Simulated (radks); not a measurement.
The samarium ion Sm3+, configuration [Xe] 4f4 5f1 (not the ground configuration).

Method: Dirac Kohn-Sham, PBE, spin-unpolarised, spherical densities, finite nucleus; open shells fill j = l - 1/2 first; Fermi nuclear charge, rms radius 5.0819 fm; computed with a radial shooting solver on a logarithmic mesh with Libxc functionals.

Energy parts (eV):
| part | energy |
|---|---|
| total | -283851.75 |
| kinetic | 307761.43 |
| electron-nucleus | -692956.09 |
| Hartree | 107729.78 |
| exchange-correlation | -6386.86 |

Orbitals (lengths in bohr, moments of r in powers of bohr; <r^-3> diverges for s and p1/2; r(max) is where P^2 peaks):
| orbital | occ. | eigenvalue (eV) | <r^-3> | <r> | r(max) | <r^4> |
|---|---|---|---|---|---|---|
| 1s1/2 | 2 | -46669.85 | - | 0.02274 | 0.01449 | 1.318e-06 |
| 2s1/2 | 2 | -7660.646 | - | 0.09650 | 0.08232 | 0.0002115 |
| 2p1/2 | 2 | -7263.672 | - | 0.08074 | 0.06237 | 0.0001315 |
| 2p3/2 | 4 | -6660.944 | 8886 | 0.08736 | 0.06800 | 0.0001697 |
| 3s1/2 | 2 | -1715.189 | - | 0.2546 | 0.2339 | 0.008332 |
| 3p1/2 | 2 | -1544.302 | - | 0.2442 | 0.2209 | 0.007631 |
| 3p3/2 | 4 | -1422.294 | 1855 | 0.2570 | 0.2329 | 0.009236 |
| 3d3/2 | 4 | -1125.784 | 309.2 | 0.2287 | 0.1858 | 0.006803 |
| 3d5/2 | 6 | -1099.301 | 277.1 | 0.2326 | 0.1892 | 0.007217 |
| 4s1/2 | 2 | -377.0118 | - | 0.5772 | 0.5391 | 0.2053 |
| 4p1/2 | 2 | -311.3346 | - | 0.5907 | 0.5447 | 0.2350 |
| 4p3/2 | 4 | -284.2567 | 413.0 | 0.6189 | 0.5700 | 0.2828 |
| 4d3/2 | 4 | -175.9682 | 58.43 | 0.6577 | 0.5806 | 0.4059 |
| 4d5/2 | 6 | -171.0764 | 51.75 | 0.6676 | 0.5887 | 0.4305 |
| 4f5/2 | 4 | -44.7453 | 7.488 | 0.8455 | 0.5932 | 1.846 |
| 4f7/2 | 0 | -44.0897 | 7.267 | 0.8532 | 0.5975 | 1.919 |
| 5s1/2 | 2 | -79.7179 | - | 1.346 | 1.230 | 5.934 |
| 5p1/2 | 2 | -60.7029 | - | 1.478 | 1.328 | 8.944 |
| 5p3/2 | 4 | -56.3919 | 65.53 | 1.551 | 1.393 | 10.82 |
| 5f5/2 | 1 | -11.8271 | 0.2792 | 4.164 | 3.736 | 589.0 |
| 5f7/2 | 0 | -11.8034 | 0.2762 | 4.177 | 3.751 | 595.3 |

The highest occupied level is 5f5/2 at -11.827 eV. The configuration is held as typed, so some empty levels lie below it. The electron density at the nucleus is 5.332e+05 e/bohr^3. The density falls to 0.001 e/bohr^3 at r = 4.47 bohr.
